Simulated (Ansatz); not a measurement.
Consider the redistribution: `CO[SiH](O)C=O` + `FC[SiH2][SnH3]` → `O=C[SiH](O)CF` + `CO[SiH2][SnH3]`.

Isolated molecules relaxed with PBE0-D4/def2-TZVP in Ansatz; ΔE leaves out vibrations. CBS: MP2 limit from def2 TZ/QZ plus the TZ coupled-cluster correction, frozen cores. Functionals use def2-TZVPP. B3LYP here is the variant with VWN-RPA as its local correlation; programs differ in this. def2 core potentials past Kr. For Sn outer-core shells are correlated without core-valence functions, which leaves a few kJ/mol of doubt a bond. One conformer a species, not always the lowest.

```tsv
level	ΔE (kcal/mol)
B3LYP	6.4
HF/def2-TZVPP	7.1
MP2/def2-TZVPP	6.9
SCS-MP2/def2-TZVPP	6.7
CCSD/def2-TZVPP	7.0
CCSD(T)/def2-TZVPP	7.0
MP2/def2-QZVPP	6.7
CCSD/CBS(def2)	6.8
```

Question: What does CCSD(T)/CBS give? (Estimate.)

Answer: The calculation gave: +6.8 kcal/mol. The listed levels differ from it by -0.4, 0.3, 0.1, -0.1, 0.2, 0.2, -0.1, 0.0 kcal/mol.

Largest T1 diagnostic among the species: 0.014.
